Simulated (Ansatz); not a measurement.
```yaml
crystal:
  periodic: [false, false, false]
  atoms:
    - {symbol: Si, position_ang: [-0.109863, 0.422156, 0.100199]}
    - {symbol: C, position_ang: [-0.212421, 0.883657, 2.409574]}
    - {symbol: C, position_ang: [-0.916446, -0.194973, 3.497428]}
    - {symbol: H, position_ang: [0.334546, 2.051122, 2.915626]}
    - {symbol: H, position_ang: [-1.472072, -1.381221, 3.057617]}
    - {symbol: H, position_ang: [-0.976568, 0.042790, 4.856343]}
    - {symbol: C, position_ang: [2.151768, 0.217303, -0.534077]}
    - {symbol: C, position_ang: [3.438246, 0.122349, 0.552055]}
    - {symbol: H, position_ang: [2.449960, 0.208403, -1.886797]}
    - {symbol: H, position_ang: [3.230199, 0.117350, 1.917409]}
    - {symbol: H, position_ang: [4.754988, 0.040950, 0.142728]}
    - {symbol: N, position_ang: [-1.194275, 2.038426, -0.882306]}
    - {symbol: C, position_ang: [-1.415777, 2.194613, -2.675621]}
    - {symbol: H, position_ang: [-1.330958, 3.131837, -0.235675]}
    - {symbol: H, position_ang: [-0.444964, 2.971530, -3.312032]}
    - {symbol: H, position_ang: [-1.371791, 0.931914, -3.248242]}
    - {symbol: H, position_ang: [-2.655022, 2.738609, -2.999538]}
    - {symbol: N, position_ang: [-1.093880, -1.422860, -0.511045]}
    - {symbol: C, position_ang: [-0.368900, -3.080585, -0.622848]}
    - {symbol: H, position_ang: [-2.371575, -1.396384, -0.559760]}
    - {symbol: H, position_ang: [-0.722536, -3.732578, -1.801561]}
    - {symbol: H, position_ang: [1.013977, -2.982474, -0.614376]}
    - {symbol: H, position_ang: [-0.716649, -3.921923, 0.434911]}
basis:
  gaussian: {orbitals: def2-TZVP}
hamiltonian: {xc: {name: revPBE}, pseudopotentials: {relativity: scalar}}
output: {forces: true}
```

```sh
$ ansatz run in.yaml --threads 4 --pin off --events-out ev --progress --plain --max-ram 6963MiB
```

Output, abridged:

```
Functional definition: revPBE
2258 factors; their error is unknown
mean field evaluation 1: about -17279.3799 eV, gradient 9.8e1 eV
mean field evaluation 2: about -17119.3984 eV, gradient 2.2e2 eV
mean field evaluation 4: about -17300.4324 eV, gradient 3.1e1 eV
mean field evaluation 8: about -17303.4840 eV, gradient 3.7e0 eV
mean field evaluation 16: about -17303.4824 eV, gradient 1.1e-1 eV
mean field evaluation 32: about -17299.0132 eV, gradient 1.4e1 eV
mean field -17303.48237645 eV, -635.8912486131 hartree, gradient 1.8e-5 eV, S^2 0.000000; 1 other end points of the search recorded, 0 dependent functions left out
reference -17303.48247761 eV, -635.8912523303 hartree; 39, 39 occupied and 330, 330 virtual orbitals, 2258 factors
Total energy: -17303.48247761 eV, -635.8912523303 hartree
Relativity: scalar
Atom 0 at    -0.109863     0.422156     0.100199 Å, force    -0.592341    -0.211863    -0.508943 eV/Å
Atom 1 at    -0.212421     0.883657     2.409574 Å, force    -1.469122    -1.861768     3.733292 eV/Å
Atom 2 at    -0.916446    -0.194973     3.497428 Å, force     1.151611     1.740849    -2.085498 eV/Å
Atom 3 at     0.334546     2.051122     2.915626 Å, force    -1.716823    -3.624072    -1.512688 eV/Å
Atom 4 at    -1.472072    -1.381221     3.057617 Å, force     1.852642     3.927269     1.312042 eV/Å
Atom 5 at    -0.976568     0.042790     4.856343 Å, force     0.288191    -0.631765    -4.395966 eV/Å
Atom 6 at     2.151768     0.217303    -0.534077 Å, force     4.021699    -0.325054     1.480356 eV/Å
Atom 7 at     3.438246     0.122349     0.552055 Å, force    -2.341785     0.147918    -1.679910 eV/Å
Atom 8 at     2.449960     0.208403    -1.886797 Å, force    -0.852041     0.044229     4.223904 eV/Å
Atom 9 at     3.230199     0.117350     1.917409 Å, force     0.539640     0.028689    -4.490656 eV/Å
Atom 10 at     4.754988     0.040950     0.142728 Å, force    -4.280722     0.275859     1.152960 eV/Å
Atom 11 at    -1.194275     2.038426    -0.882306 Å, force    -0.243800     1.105652     0.103775 eV/Å
Atom 12 at    -1.415777     2.194613    -2.675621 Å, force     0.150883    -0.163791    -1.065580 eV/Å
Atom 13 at    -1.330958     3.131837    -0.235675 Å, force     0.896181    -4.071385    -2.655653 eV/Å
Atom 14 at    -0.444964     2.971530    -3.312032 Å, force    -2.886910    -2.328461     2.097029 eV/Å
Atom 15 at    -1.371791     0.931914    -3.248242 Å, force    -0.085815     3.906004     2.084825 eV/Å
Atom 16 at    -2.655022     2.738609    -2.999538 Å, force     3.796189    -1.643877     1.350364 eV/Å
Atom 17 at    -1.093880    -1.422860    -0.511045 Å, force    -1.338095    -0.269738    -0.190844 eV/Å
Atom 18 at    -0.368900    -3.080585    -0.622848 Å, force     0.755700    -0.770389     0.195051 eV/Å
Atom 19 at    -2.371575    -1.396384    -0.559760 Å, force     4.962682    -0.263120     0.436841 eV/Å
Atom 20 at    -0.722536    -3.732578    -1.801561 Å, force     0.894245     2.288553     3.574603 eV/Å
Atom 21 at     1.013977    -2.982474    -0.614376 Å, force    -4.427652    -0.020785    -0.005144 eV/Å
Atom 22 at    -0.716649    -3.921923     0.434911 Å, force     0.925444     2.721046    -3.154160 eV/Å
Dipole moment:    -0.023407    -0.031829    -0.036214 e Å
```

Run time 8 s (4 threads of Arm Neoverse V2 on a shared host).
